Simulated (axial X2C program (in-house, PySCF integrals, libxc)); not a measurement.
CoC: bond constants with and without spin–orbit coupling

Computed with an in-house all-electron X2C program for linear molecules (integrals from PySCF). Spin-free means the one-electron spin-free X2C Hamiltonian; two-component (2c) means X2C with spin–orbit coupling and atomic mean-field two-electron Coulomb and Gaunt terms, so the difference of the two also holds small scalar two-electron terms. Basis: Co dyall-cv3z [9s10p6d3f2g], C dyall-v3z [7s6p2d1f] (cores contracted in-house); Gaussian nuclei, density fitting, unrestricted open shells. Masses: Co 58.933 u, C 12.000 u.

State, spin-free: M_S = 1/2, Λ = 2 (beyond evenly filled blocks: δ+α, δ+β, δ-α); electrons by block: σα: 9, σβ: 9, π+α: 3, π+β: 3, π-α: 3, π-β: 3, δ+α: 1, δ+β: 1, δ-α: 1. Fragments: Co + C.

State, 2c: Ω = 5/2 (⟨Sz⟩ = 0.50, ⟨Lz⟩ = 2.00 at PBE0); electrons by block: 1/2: 12, -1/2: 12, 3/2: 4, -3/2: 4, 5/2: 1. Fragments: Co + C.

```json
{"Hamiltonian": "spin-free", "level": "PBE0", "Re (Å)": "1.674", "ωe (cm⁻¹)": "686.6", "ωexe (cm⁻¹)": "4.65", "Be (cm⁻¹)": "0.6031", "αe (cm⁻¹)": "0.00607", "De (eV)": "3.25", "D0 (eV)": "3.20", "k (mdyn/Å)": "2.77", "μ (D)": "-2.39"}
{"Hamiltonian": "spin-free", "level": "CCSD", "Re (Å)": "1.741", "ωe (cm⁻¹)": "517.0", "ωexe (cm⁻¹)": "n/a", "Be (cm⁻¹)": "0.5581", "αe (cm⁻¹)": "0.00364", "De (eV)": "1.98", "D0 (eV)": "1.95", "k (mdyn/Å)": "1.57", "μ (D)": "n/a"}
{"Hamiltonian": "spin-free", "level": "CCSD(T)", "Re (Å)": "1.673", "ωe (cm⁻¹)": "556.0", "ωexe (cm⁻¹)": "n/a", "Be (cm⁻¹)": "0.6043", "αe (cm⁻¹)": "0.00905", "De (eV)": "n/a", "D0 (eV)": "n/a", "k (mdyn/Å)": "1.82", "μ (D)": "n/a"}
{"Hamiltonian": "spin-free", "level": "TPSSh", "Re (Å)": "1.640", "ωe (cm⁻¹)": "759.3", "ωexe (cm⁻¹)": "4.46", "Be (cm⁻¹)": "0.6287", "αe (cm⁻¹)": "0.00708", "De (eV)": "3.78", "D0 (eV)": "3.73", "k (mdyn/Å)": "3.39", "μ (D)": "-2.26"}
{"Hamiltonian": "2c", "level": "PBE0", "Re (Å)": "1.675", "ωe (cm⁻¹)": "686.1", "ωexe (cm⁻¹)": "4.64", "Be (cm⁻¹)": "0.603", "αe (cm⁻¹)": "0.00607", "De (eV)": "n/a", "D0 (eV)": "n/a", "k (mdyn/Å)": "2.77", "μ (D)": "-2.39"}
{"Hamiltonian": "2c", "level": "TPSSh", "Re (Å)": "1.640", "ωe (cm⁻¹)": "758.9", "ωexe (cm⁻¹)": "4.45", "Be (cm⁻¹)": "0.6286", "αe (cm⁻¹)": "0.00709", "De (eV)": "n/a", "D0 (eV)": "n/a", "k (mdyn/Å)": "3.38", "μ (D)": "-2.26"}
```

Correlated methods: 13 electrons correlated (number of frozen shells: Co 3 s, 2 p; C 1 s), 225 virtual spin orbitals or spinors in MP2, 90 natural virtuals in coupled cluster.

Dipoles are positive if C is the positive end.

One determinant describes the state; a PBE0 search over occupations chose it and may have missed a lower one. Dissociation energies refer to the lowest single-determinant-based atoms at the same level and basis. De is not given where an atomic determinant may have missed its ground term or J level, or where the truncated virtual space spoils (T). Density functionals use the spin component along the axis (collinear). CCSD and (T) use frozen natural virtuals with an MP2 correction for the truncation; (T) itself is uncorrected, so its De runs slightly low. Without a current term, density functionals place determinants with orbital angular momentum somewhat too high. The determinant is spin-polarised beyond a pure state at some levels (its spin-free form has ⟨S²⟩ too high), which makes Re and μ there less reliable. The T1 diagnostic is large, a sign of multireference character.

No reliable constants came from CCSD (2c), CCSD(T) (2c), HF (2c), HF (spin-free), MP2 (2c), MP2 (spin-free): no minimum in range, unconverged points, a curve that is not smooth, a change of character along it, or the two Hamiltonians disagreeing along it.

Rough cost a point (2c) on 1 thread(s) of a shared host, integrals apart: PBE0 0.8 s, TPSSh 1.3 s.

The whole task took 5.9 min on 1 thread of Intel(R) Xeon(R) Processor @ 2.30GHz, with other jobs on the host.
